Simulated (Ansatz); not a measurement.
`C[SiH](O)[Si](O)(O)O` at its PBE0-D4/def2-TZVP geometry, where that method's forces vanish. Total charge 0; spin multiplicity 1.

```xyz
15

C    -1.5201   -1.4269   -1.0203
Si    0.2167   -0.7948   -0.8000
O     0.7081   -0.0798   -2.2104
Si    0.4337    0.8141    0.8981
O     1.5414    1.8315    0.2301
O    -0.9083    1.6942    1.2445
O     0.8889    0.2044    2.3608
H    -2.2163   -0.6024   -1.1862
H    -1.5737   -2.1027   -1.8775
H    -1.8426   -1.9789   -0.1334
H     1.1041   -1.9560   -0.4724
H     1.2701    0.6894   -2.0918
H     1.6693    2.6899    0.6414
H    -1.3714    1.4559    2.0495
H     1.6001   -0.4380    2.3676
```

(1) What forces (eV/Å) does B3LYP-D4/def2-TZVPP give on these atoms in Ansatz 0.2.0? (Best estimate.)

## Answers

(1) The calculation gave: 
```
C1  -0.096 -0.035 -0.016
Si2  0.066 -0.154  0.131
O3   0.049  0.074 -0.070
Si4 -0.023 -0.105 -0.133
O5   0.087  0.104 -0.034
O6  -0.124  0.052  0.035
O7   0.063 -0.077  0.107
H8   0.018 -0.052  0.006
H9  -0.019  0.029  0.042
H10 -0.003  0.022 -0.045
H11 -0.047  0.063 -0.017
H12  0.020  0.024 -0.067
H13  0.045  0.047 -0.021
H14 -0.063  0.036  0.023
H15  0.026 -0.029  0.060
```

B3LYP here is the variant with VWN-RPA as its local correlation; programs differ in this.
